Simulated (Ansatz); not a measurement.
One change: `[O]=[Mo](=[O])([OH])[OH]` becomes `[NH2][Mo](=[O])(=[O])[OH]`.

Ansatz, PBE0-D4/def2-TZVP geometries, multiplicity 1. Each molecule was computed in one conformer, which needn't be the lowest.

Elements past krypton have def2 core potentials.

| property | `[O]=[Mo](=[O])([OH])[OH]` |
| --- | --- |
| ideal-gas entropy at 298 K and 1 bar (rigid rotor, harmonic PBE0-D4/def2-TZVP) / J/(mol·K) | 330 |
| LUMO energy (PBE/def2-TZVPP) / eV | -2.90 |
| HOMO energy (PBE0/def2-TZVPP) / eV | -9.19 |
| size of the dipole moment (B3LYP/def2-TZVPP) / D | 2.52 |
| HOMO–LUMO gap (PBE0/def2-TZVPP) / eV | 7.03 |
| HOMO energy (ωB97M-V/def2-TZVPP) / eV | -11.57 |

**Question.** Give the same properties after the change, and the shifts. (An estimate is asked.)

**Answer.** Computed: 
```tsv
property	`[NH2][Mo](=[O])(=[O])[OH]`	shift
ideal-gas entropy at 298 K and 1 bar (rigid rotor, harmonic PBE0-D4/def2-TZVP) / J/(mol·K)	341	11
LUMO energy (PBE/def2-TZVPP) / eV	-2.77	0.13
HOMO energy (PBE0/def2-TZVPP) / eV	-8.44	0.75
size of the dipole moment (B3LYP/def2-TZVPP) / D	3.68	1.16
HOMO–LUMO gap (PBE0/def2-TZVPP) / eV	6.47	-0.56
HOMO energy (ωB97M-V/def2-TZVPP) / eV	-10.74	0.83
```

With PBE0 the HOMO rises by 0.75 eV and the LUMO rises by 0.18 eV, so the gap narrows by about 0.57 eV. PBE moves the HOMO by 0.53 eV and ωB97M-V by 0.83 eV. The zero-point energy changes by 31.7 kJ/mol with +3 modes. Dipoles are sizes alone; their direction can turn.

B3LYP here is the variant with VWN-RPA as its local correlation; programs differ in this.
